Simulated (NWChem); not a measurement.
vinylidene fluoride (C$_{2}$H$_{2}$F$_{2}$); SMILES C=C(F)F

All runs: NWChem. Pople sets run with spherical d functions. Each level has its own optimisation. Computed dipoles belong to the equilibrium geometry; the measured one is vibrationally averaged.

Measured dipole moment: 1.38 D (NIST CCCBDB, as tabulated in the package chemicals).

Question: Which of these levels lies farthest from the measured value, and how do the others fare: Hartree-Fock/STO-3G; Hartree-Fock/3-21G; BLYP/def2-SVP; B3LYP/6-31G*; LDA (Slater exchange, VWN5)/def2-SVP; Hartree-Fock/6-31G*; PBE0/def2-SVP; PBE/def2-SVP?

Answer: Hartree-Fock/STO-3G.
| level | dipole moment (D) | computed − measured |
|---|---|---|
| Hartree-Fock/STO-3G | 0.76 | -0.62 |
| Hartree-Fock/3-21G | 1.84 | +0.46 |
| Hartree-Fock/6-31G* | 1.25 | -0.13 |
| B3LYP/6-31G* | 1.03 | -0.35 |
| LDA (Slater exchange, VWN5)/def2-SVP | 0.85 | -0.53 |
| PBE/def2-SVP | 0.89 | -0.49 |
| BLYP/def2-SVP | 0.96 | -0.42 |
| PBE0/def2-SVP | 1.02 | -0.36 |
